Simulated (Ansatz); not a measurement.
Consider the hydrogenolysis of the Si–Si bond: `N[SiH2][SiH2]N` + H₂ → `N[SiH3]` + `N[SiH3]`.

Program: Ansatz. Geometries: PBE0-D4/def2-TZVP. ΔE: electronic, gas phase. CCSD(T)/CBS is the MP2 limit (def2-TZVPP, def2-QZVPP) plus CCSD(T) − MP2 in def2-TZVPP, frozen cores. This one scheme is used for every species. Functionals use def2-TZVPP. HSE06 is defined as in plane-wave codes. Each species was taken in one conformer, which may not be the lowest.

```json
{"level": "LDA (SPW92)", "ΔE (kcal/mol)": "-3.0", "difference from CCSD(T)/CBS": "3.3"}
{"level": "PBE0-D4", "ΔE (kcal/mol)": "-4.1", "difference from CCSD(T)/CBS": "2.2"}
{"level": "HSE06-D4", "ΔE (kcal/mol)": "-4.2", "difference from CCSD(T)/CBS": "2.1"}
{"level": "BHLYP-D4", "ΔE (kcal/mol)": "-8.0", "difference from CCSD(T)/CBS": "-1.7"}
{"level": "ωB97X-V", "ΔE (kcal/mol)": "-6.5", "difference from CCSD(T)/CBS": "-0.2"}
{"level": "PBE", "ΔE (kcal/mol)": "-4.4", "difference from CCSD(T)/CBS": "1.9"}
{"level": "r2SCAN", "ΔE (kcal/mol)": "-5.4", "difference from CCSD(T)/CBS": "0.9"}
{"level": "PBE0", "ΔE (kcal/mol)": "-6.0", "difference from CCSD(T)/CBS": "0.3"}
{"level": "r2SCAN0", "ΔE (kcal/mol)": "-6.6", "difference from CCSD(T)/CBS": "-0.3"}
{"level": "BHLYP", "ΔE (kcal/mol)": "-11.0", "difference from CCSD(T)/CBS": "-4.7"}
{"level": "RPA@PBE/def2-TZVPP", "ΔE (kcal/mol)": "-8.0", "difference from CCSD(T)/CBS": "-1.7"}
{"level": "HF/def2-SVP", "ΔE (kcal/mol)": "-15.4", "difference from CCSD(T)/CBS": "-9.1"}
{"level": "MP2/def2-SVP", "ΔE (kcal/mol)": "-8.9", "difference from CCSD(T)/CBS": "-2.6"}
{"level": "CCSD(T)/def2-TZVPP", "ΔE (kcal/mol)": "-7.1", "difference from CCSD(T)/CBS": "-0.8"}
{"level": "HF/def2-QZVPP", "ΔE (kcal/mol)": "-15.3", "difference from CCSD(T)/CBS": "-9.0"}
{"level": "MP2/CBS(def2)", "ΔE (kcal/mol)": "-6.4", "difference from CCSD(T)/CBS": "-0.1"}
{"level": "CCSD(T)/CBS", "ΔE (kcal/mol)": "-6.3", "difference from CCSD(T)/CBS": "0"}
```

Largest T1 diagnostic among the species: 0.011.

From BLYP to BHLYP (50 % exact exchange), in def2-TZVPP and without D4, ΔE moves by −2.5 kcal/mol. At CCSD(T), def2-SVP lies −2.8 kcal/mol from the extrapolated value and def2-TZVPP −0.8 kcal/mol.
